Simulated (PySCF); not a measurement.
How methods differ on the excitation energy of Nb

Nb [Kr] 4d4 5s1 (6D) → Nb [Kr] 4d3 5s1 6s1 (6F), as a difference of total energies. All numbers are calculated (PySCF 2.14, scalar relativity through the core potential, in aug-cc-pwCVDZ-PP with ECP28MDF (6s6p5d3f, 70 functions)). Correlated levels: valence: 4s2 4p6 frozen. The calculations carry no spin-orbit coupling.

```json
{"method": "UHF", "excitation energy (eV)": "3.876"}
{"method": "MP2 (valence)", "excitation energy (eV)": "4.423"}
{"method": "SCS-MP2 (valence)", "excitation energy (eV)": "4.059"}
{"method": "CCSD (valence)", "excitation energy (eV)": "4.453"}
{"method": "CCSD(T) (valence)", "excitation energy (eV)": "4.474"}
```

**Question.** How much does correlation contribute at CCSD(T) (valence)?

**Answer.** 4.474 − (3.876) = 0.598 eV, measured against UHF.

The promoted electron is Rydberg-like, and one or two diffuse shells describe it only roughly, which tends to raise the upper state.
